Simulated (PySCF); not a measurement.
**One molecule, many functionals**

Species: K₂.
Bonds: K1–K2.

Linear-response calculations in the def2-SVPD basis (PySCF; singlets by full response, triplets Tamm–Dancoff, core orbitals frozen in the response; HF means time-dependent Hartree–Fock). 'Strongest' is the level of largest summed f among the singlets computed (10 roots, of which the last may lack a degenerate partner); it can jump between rows when another state enters that window. S1 is the lowest singlet of each run and needn't be the same state throughout; f(S1) is that of one state. Isolated species at its PBE0-D3(BJ)/def2-SVP geometry, gas phase.

```tsv
functional	kind	S1 (eV)	f(S1)	strongest (eV)	T1 (eV)	HOMO (eV)	gap (eV)	ionisation energy, ΔSCF (eV)
LDA	LDA	1.55	0.698	2.07	0.66	-2.70	0.91	4.37
PBE	GGA	1.51	0.681	1.96	0.65	-2.58	0.91	4.23
B3LYP	global hybrid, 20% exact exchange	1.54	0.693	2.02	0.66	-2.90	1.46	4.25
PBE0	global hybrid, 25% exact exchange	1.49	0.675	1.89	0.61	-2.93	1.68	4.10
BHandHLYP	global hybrid, 50% exact exchange	1.52	0.688	1.96	0.64	-3.22	2.33	4.04
CAM-B3LYP	range-separated hybrid	1.53	0.690	1.98	0.63	-3.55	2.78	4.12
wB97X-D	range-separated hybrid	1.36	0.677	1.84	0.92	-4.01	3.74	4.00
LC-wPBE	range-separated hybrid	1.48	0.654	1.77	0.61	-4.06	3.90	3.80
HF	Hartree–Fock	1.40	0.671	1.75	0.25	-3.55	3.54	not settled
```

S1 runs from 1.36 eV (wB97X-D) to 1.55 eV (LDA), a spread of 0.18 eV, while the orbital gap spreads over 3.0 eV. −ε(HOMO) comes closest to its own ΔSCF ionisation energy with wB97X-D (+0.02 eV) and misses most with LDA (-1.66 eV). 'Not settled' means that the ion's SCF failed to converge or may have ended in another state than the lowest.
